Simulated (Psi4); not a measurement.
Psi4 input (wB97X-D/6-31G*):

```
memory 1500 MB

molecule {
-1 1
O     1.13736079   -0.02253897   -0.15269099
Si   -0.41275669    0.00817956    0.05541270
H    -1.11644648    1.35398731   -0.12016426
H    -0.94388921   -0.41235085    1.42590805
H    -1.25995700   -0.87583855   -0.85999361
symmetry c1
no_reorient
no_com
}

set {
  basis 6-31G*
  reference rks
  scf_type pk
  dft_radial_points 99
  dft_spherical_points 590
  e_convergence 1e-8
  d_convergence 1e-7
  maxiter 150
}

e = energy('wb97x-d')
print_out(f'\nFINAL {e:.10f} DIPOLE {variable("CURRENT DIPOLE")[0]:.6f} {variable("CURRENT DIPOLE")[1]:.6f} {variable("CURRENT DIPOLE")[2]:.6f}\n')
```

Problem. What final total energy does it give?

Solution. -366.50049 Eh.
